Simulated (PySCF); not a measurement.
## Molybdenum: a sound run and one with changed settings

Sound run: Mo⁺ [Kr] 4d5, Mo²⁺ [Kr] 4d4. Calculation: PySCF 2.14, in aug-cc-pVDZ-PP with ECP28MDF; scalar relativity through the core potential. In the sound run the correlated levels freeze 4s2 4p6 outside the core potential. The sound run starts from symmetry-adapted Hartree-Fock orbitals and uses a fine grid where one is needed.

Changed run: initial guess atom, at most 50 SCF cycles, level shift 0.1 hartree.

| species | method | sound run (hartree) | changed run (hartree) | converged |
| --- | --- | --- | --- | --- |
| Mo⁺ | UHF | -67.11429 | -67.11429 | yes |
| Mo⁺ | r2SCAN | -67.64557 | -67.64557 | yes |
| Mo⁺ | LDA | -67.43621 | -67.43621 | yes |
| Mo⁺ | MP2 | -67.16004 | -67.15698 | yes |
| Mo²⁺ | UHF | -66.55790 | -66.55791 | yes |
| Mo²⁺ | r2SCAN | -67.04535 | -67.04535 | no |
| Mo²⁺ | LDA | -66.82344 | -66.82379 | no |
| Mo²⁺ | MP2 | -66.58247 | -66.58102 | yes |

Ionisation energy of Mo⁺:

```csv
method,sound run (eV),changed run (eV)
UHF,15.140,15.140
MP2,15.717,15.673
SCS-MP2,15.332,15.318
```

A level shift leaves the converged SCF energy unchanged but raises the virtual orbital energies, which shrinks MP2 if it is not removed.

For comparison, NIST gives 16.16 ± 0.12 eV between the lowest levels.
